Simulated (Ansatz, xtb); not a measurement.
Two isomers of CH9NOSSi2

Structure a: `CO[SiH2]N([SiH3])S`, a singlet. Structure b: `CO[SiH2]N[SiH2]S`, a singlet. Both are isolated molecules in the gas phase, relaxed with B3LYP-D3(BJ)/def2-SVP, each in the lowest conformer that the search found.

**Question.** Which of the two would you expect CCSD(T)/def2-SVP + ΔMP2/def2-TZVPP electronic energies to favour?

**Answer.** Structure b; the calculation gives E(b) − E(a) = −1.689 eV.

How the difference moves with the method:

| level | geometry | E(b) − E(a) (eV) | departure from the last row (eV) | job, with rough time for the two |
| --- | --- | --- | --- | --- |
| B3LYP-D3(BJ)/def2-SVP | B3LYP-D3(BJ)/def2-SVP | −1.597 | +0.092 | optimisation, 6.8 min |
| HF/def2-SVP | B3LYP-D3(BJ)/def2-SVP | −1.777 | −0.088 | part of the CCSD(T) run |
| MP2/def2-SVP | B3LYP-D3(BJ)/def2-SVP | −1.676 | +0.014 | part of the CCSD(T) run |
| CCSD(T)/def2-SVP | B3LYP-D3(BJ)/def2-SVP | −1.602 | +0.087 | single point |
| CCSD(T)/def2-SVP + ΔMP2/def2-TZVPP | B3LYP-D3(BJ)/def2-SVP | −1.689 |  | single point, 88 s |

As drawn, b has 1 S–Si, 1 N–H in place of 1 N–S, 1 Si–H.

None of the levels shown reverses the order. The largest departure from CCSD(T)/def2-SVP + ΔMP2/def2-TZVPP is that of B3LYP-D3(BJ)/def2-SVP, 0.092 eV. Levels run at GFN2-xTB geometries aren't shown. The last row adds to CCSD(T) the change of the MP2 difference between the two basis sets, here −0.087 eV.

With thermal terms from frequencies at re-optimised GFN2-xTB minima (ideal gas, soft modes damped towards free rotors, one conformer each, 298.15 K, 1 atm): the zero-point term adds +0.085 eV; ΔH is −1.602 and ΔG −1.621 eV.

The correlated steps freeze 18 core orbitals. Codes used: Ansatz 0.2.0, xtb 6.7.1; the last row on 2 threads of Intel(R) Xeon(R) Platinum 8259CL CPU @ 2.50GHz (Skylake/Cascade Lake) on a shared host.
